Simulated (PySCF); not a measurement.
**Magnetisability: `C#CCP(N)CC`, C₅H₁₀NP**

Molfile (atoms numbered from 1):
```
C5H10NP
     RDKit          3D

 17 16  0  0  0  0  0  0  0  0999 V2000
    3.3916   -0.2573   -1.1614 C   0  0  0  0  0  0  0  0  0  0  0  0
    2.3635   -0.4428   -0.5757 C   0  0  0  0  0  0  0  0  0  0  0  0
    1.1022   -0.6127    0.1005 C   0  0  0  0  0  0  0  0  0  0  0  0
   -0.2171    0.3905   -0.7728 P   0  0  0  0  0  0  0  0  0  0  0  0
    0.3873    1.9176   -0.2438 N   0  0  0  0  0  0  0  0  0  0  0  0
   -1.5511    0.2533    0.5240 C   0  0  0  0  0  0  0  0  0  0  0  0
   -2.2500   -1.0980    0.4974 C   0  0  0  0  0  0  0  0  0  0  0  0
    4.3039   -0.1247   -1.6614 H   0  0  0  0  0  0  0  0  0  0  0  0
    1.1756   -0.2628    1.1351 H   0  0  0  0  0  0  0  0  0  0  0  0
    0.8136   -1.6666    0.0799 H   0  0  0  0  0  0  0  0  0  0  0  0
   -0.1844    2.6751   -0.6066 H   0  0  0  0  0  0  0  0  0  0  0  0
    1.3297    2.0484   -0.6035 H   0  0  0  0  0  0  0  0  0  0  0  0
   -1.1135    0.4625    1.5037 H   0  0  0  0  0  0  0  0  0  0  0  0
   -2.2742    1.0455    0.3075 H   0  0  0  0  0  0  0  0  0  0  0  0
   -2.6328   -1.3057   -0.5002 H   0  0  0  0  0  0  0  0  0  0  0  0
   -1.5662   -1.8990    0.7713 H   0  0  0  0  0  0  0  0  0  0  0  0
   -3.0850   -1.1111    1.1961 H   0  0  0  0  0  0  0  0  0  0  0  0
  1  2  3  0
  2  3  1  0
  3  4  1  0
  4  5  1  0
  4  6  1  0
  6  7  1  0
  1  8  1  0
  3  9  1  0
  3 10  1  0
  5 11  1  0
  5 12  1  0
  6 13  1  0
  6 14  1  0
  7 15  1  0
  7 16  1  0
  7 17  1  0
M  END
```

Method used: GIAO HF/pcSseg-1 magnetisability, rotational g tensor and spin-rotation constants, non-relativistic, gas phase (PySCF 2.14.0). Geometry: GFN2-xTB.

Question: How diamagnetic is it, and how anisotropic?

Answer: Isotropic -1441 × 10⁻³⁰ J/T², or -86.8 × 10⁻⁶ cm³/mol; principal values -1521, -1437, -1364 × 10⁻³⁰ J/T², anisotropy 136 × 10⁻³⁰ J/T² (root of half the summed squared differences of the principal values). The susceptibility is in cgs units.

Question: Split it along the inertial axes a, b, c into diamagnetic and paramagnetic parts about the centre of mass, with the quadrupole moment.

Answer: 
```
axis  χ (10⁻⁶ cm³/mol)  diamagnetic (10⁻⁶ cm³/mol)  paramagnetic (10⁻⁶ cm³/mol)  summed x² of all electrons (Å²)  quadrupole Θ (D Å)
   a             -89.3                      -414.4                        325.2                            224.2               +6.33
   b             -87.3                     -1059.9                        972.5                             72.1               +3.08
   c             -83.7                     -1257.3                       1173.6                             25.6               -9.41
```
Anisotropies 2χaa − χbb − χcc = -7.5 and 2χbb − χaa − χcc = -1.7 × 10⁻⁶ cm³/mol. Θ is traceless in Buckingham's convention.

Question: And the rotational g tensor?

Answer: 
```csv
axis,rotational constant (GHz),g,nuclear part,electronic part
a,4.0912,-0.0088,0.6162,-0.6250
b,1.2774,-0.0028,0.5809,-0.5836
c,1.0613,-0.0005,0.5847,-0.5852
```
Asymmetric top; isotopes 12C, 1H, 14N, 31P; no vibrational averaging.
